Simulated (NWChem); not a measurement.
System: AlH3; SMILES [AlH3]

Input file for NWChem:

```
start job
memory heap 200 mb stack 900 mb global 1100 mb
geometry units angstroms noautoz
  Al     0.000000     0.000000     0.000000
  H      1.124315     1.124315     0.000000
  H      0.411528    -1.535843     0.000000
  H     -1.535843     0.411528     0.000000
end
basis spherical
  Al library def2-tzvp
  H library def2-tzvp
end
dft
  xc xpbe96 cpbe96
  iterations 150
end
task dft gradient
```

Excerpt of the output:

```
             Northwest Computational Chemistry Package (NWChem) 7.3.0
             --------------------------------------------------------

 D3H symmetry detected

                             Geometry "geometry" -> ""
                             -------------------------

 Output coordinates in angstroms (scale by  1.889725989 to convert to a.u.)

  No.       Tag          Charge          X              Y              Z
 ---- ---------------- ---------- -------------- -------------- --------------
    1 Al                  13.0000     0.00000000     0.00000000     0.00000000
    2 H                    1.0000     1.12431509     1.12431509     0.00000000
    3 H                    1.0000     0.41152788    -1.53584297     0.00000000
    4 H                    1.0000    -1.53584297     0.41152788     0.00000000

 Effective nuclear repulsion energy (a.u.)      13.5560888094

      Symmetry information
      --------------------

 Group name             D3h
 Group number             27
 Group order              12
 No. of unique centers     2

  pbe96 is a nonlocal functional; adding pw91lda local functional.

                                 NWChem DFT Module
                                 -----------------

 Summary of "ao basis" -> "ao basis" (spherical)
 ------------------------------------------------------------------------------
       Tag                 Description            Shells   Functions and Types
 ---------------- ------------------------------  ------  ---------------------
 Al                        def2-tzvp                13       37   5s5p2d1f
 H                         def2-tzvp                 4        6   3s1p

      Symmetry analysis of basis
      --------------------------

        a1'        12
        a1"         0
        a2'         2
        a2"         7
        e'         26
        e"          8

  Rotation of axis

            General Information
            -------------------
          SCF calculation type: DFT
          Wavefunction type:  closed shell.
          No. of atoms     :     4
          No. of electrons :    16
           Alpha electrons :     8
            Beta electrons :     8
          Charge           :     0
          Spin multiplicity:     1
          Use of symmetry is: on ; symmetry adaption is: on
          Maximum number of iterations: 150
          AO basis - number of functions:    55
                     number of shells:    25
          Convergence on energy requested:  1.00D-06
          Convergence on density requested:  1.00D-05
          Convergence on gradient requested:  5.00D-04

              XC Information
              --------------
          PerdewBurkeErnzerhof Exchange Functional  1.000
            Perdew 1991 LDA Correlation Functional  1.000 local
           PerdewBurkeErnz. Correlation Functional  1.000 non-local

             Grid Information
             ----------------
          Grid used for XC integration:  medium
          Radial quadrature: Mura-Knowles
          Angular quadrature: Lebedev.
          Tag              B.-S. Rad. Rad. Pts. Rad. Cut. Ang. Pts.
          ---              ---------- --------- --------- ---------
          Al                  1.25       88           8.0       590
          H                   0.35       45           9.0       434
          Grid pruning is: on
          Number of quadrature shells:   133
          Spatial weights used:  Erf1

      Superposition of Atomic Density Guess
      -------------------------------------

 Sum of atomic energies:        -243.37425148

      Non-variational initial energy
      ------------------------------

 Total energy =    -243.360083
 1-e energy   =    -364.864349
 2-e energy   =     107.948177
 HOMO         =      -0.361347
 LUMO         =      -0.024759

      Symmetry analysis of molecular orbitals - initial
      -------------------------------------------------

  Numbering of irreducible representations:

     1 a1'         2 a1"         3 a2'         4 a2"         5 e'
     6 e"

  Orbital symmetries:

     1 a1'         2 a1'         3 e'          4 e'          5 a2"
     6 a1'         7 e'          8 e'          9 a2"        10 a1'
    11 e'         12 e'         13 a1'        14 e"         15 e"
    16 e'         17 e'         18 a2"

   convergence    iter        energy       DeltaE   RMS-Dens  Diis-err
 ---------------- ----- ----------------- --------- --------- ---------
 d= 0,ls=0.0,diis     1   -244.0368320938 -2.58D+02  5.87D-03  3.30D-01
 d= 0,ls=0.0,diis     2   -244.0488265815 -1.20D-02  3.46D-03  6.92D-03
 d= 0,ls=0.0,diis     3   -244.0498576470 -1.03D-03  1.20D-03  4.19D-03
 d= 0,ls=0.0,diis     4   -244.0505257115 -6.68D-04  1.11D-04  6.80D-05
 d= 0,ls=0.0,diis     5   -244.0505311906 -5.48D-06  3.27D-06  5.63D-08
 d= 0,ls=0.0,diis     6   -244.0505311976 -6.99D-09  8.63D-07  2.30D-09

         Total DFT energy =     -244.050531197568
      One electron energy =     -365.673995964192
           Coulomb energy =      127.631978839404
    Exchange-Corr. energy =      -19.564602882214
 Nuclear repulsion energy =       13.556088809434

 Numeric. integr. density =       15.999992842241

                  Occupations of the irreducible representations
                  ----------------------------------------------

[...]

                         DFT ENERGY GRADIENTS

    atom               coordinates                        gradient
                 x          y          z           x          y          z
   1 Al      0.000000   0.000000   0.000000   -0.000000  -0.000000   0.000000
   2 H       2.124647   2.124647   0.000000   -0.001057  -0.001057   0.000000
   3 H       0.777675  -2.902322   0.000000   -0.000387   0.001444   0.000000
   4 H      -2.902322   0.777675   0.000000    0.001444  -0.000387   0.000000
```

Level: PBE/def2-TZVP. The geometry was optimised at PBE0/def2-SVP.
